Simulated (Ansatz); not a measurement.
`CO[SiH2][SiH2]Cl` + HCl → dichlorosilane + `CO[SiH3]` at 298.15 K and 1 bar (cleavage of the Si–Si bond).

Isolated molecules relaxed with PBE0-D4/def2-TZVP in Ansatz; ΔE leaves out vibrations. CBS: MP2 limit from def2 TZ/QZ plus the TZ coupled-cluster correction, frozen cores. This one scheme is used for every species. One conformer a species, not always the lowest.

```csv
species,CCSD(T)/CBS energy (Eh),H − E (kJ/mol),S (J/(mol·K))
`CO[SiH2][SiH2]Cl`,-1155.44170,231.3,397.1
HCl,-460.38127,26.6,186.8
`Cl[SiH2]Cl`,-1209.93203,67.2,287.0
`CO[SiH3]`,-405.93001,192.4,298.5
```

H − E and S are ideal-gas, rigid-rotor, harmonic terms from PBE0-D4/def2-TZVP, for one conformer and one mirror image of each species. 1 Eh = 2625.50 kJ/mol, R = 8.31446 J/(mol·K).

By hand: ΔE, ΔH, ΔS and ΔG.

ΔE = (-1209.93203) + (-405.93001) − (-1155.44170) − (-460.38127) = -0.03907 Eh = -102.6 kJ/mol. Δ(H − E) = 67.2 + 192.4 − 231.3 − 26.6 = 1.7, so ΔH = -100.9 kJ/mol. ΔS = 287.0 + 298.5 − 397.1 − 186.8 = 1.6 J/(mol·K). ΔG = -100.9 − 298.15 × (1.6)/1000 = -101.4 kJ/mol.

By hand: the equilibrium constant, and the temperature at which ΔG would vanish if ΔH and ΔS stayed fixed.

log₁₀ K = −ΔG/(RT ln 10) = 17.8. ΔH and −TΔS have one sign here, so there is no such temperature.

The number of gas molecules stays the same, so ΔS is small and ΔH decides. A doubt of 5 kJ/mol in ΔE shifts log₁₀ K by 0.9 here. Other conformers and mirror images would add mixing entropy, several J/(mol·K) or more a flexible species. Modes under 60 cm⁻¹, often nearly free rotors, make the harmonic entropy too high. These are equilibria of isolated gas molecules and say nothing of rates. Largest T1 diagnostic: 0.011 (customary marks: 0.02 for closed shells, 0.045 for open ones).

ΔS is within the doubt of such terms, so its sign, and with it that verdict, could turn.
